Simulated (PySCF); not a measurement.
## Radial density of Tl²⁺ (thallium, charge +2)

B97-3, [Xe] 4f14 5d9 6s1 6p1, one real determinant (an excited configuration). All numbers are calculated (PySCF 2.14, scalar relativity by spin-free X2C-1e, in aug-cc-pwCVTZ-DK3 with one added diffuse shell each of s, d, f type (12s10p9d6f1g, 138 functions)).

```
r (bohr)  4πr²ρ (e/bohr)  4πr²(ρα − ρβ)
  0.0161           103.9         0.0048
  0.0271           107.7         0.0157
  0.0456           151.4         0.0440
  0.0766           124.3         0.0778
   0.129           140.7         0.1233
   0.217           89.53         0.0227
   0.365           95.03         0.2613
   0.614           38.07         0.2386
    1.03           20.17         0.9312
    1.74           5.502         1.2966
    2.92          0.9182         0.7105
    4.91         0.04474         0.0443
    8.26       2.727e-05         0.0000
```

Densities and radii are taken from the X2C orbitals without a picture-change correction, which distorts them close to the nucleus.

⟨L²⟩ = 8.01 against 12 for a pure F term, so this real determinant mixes terms. Spin-orbit coupling, absent here, splits the open shell strongly.
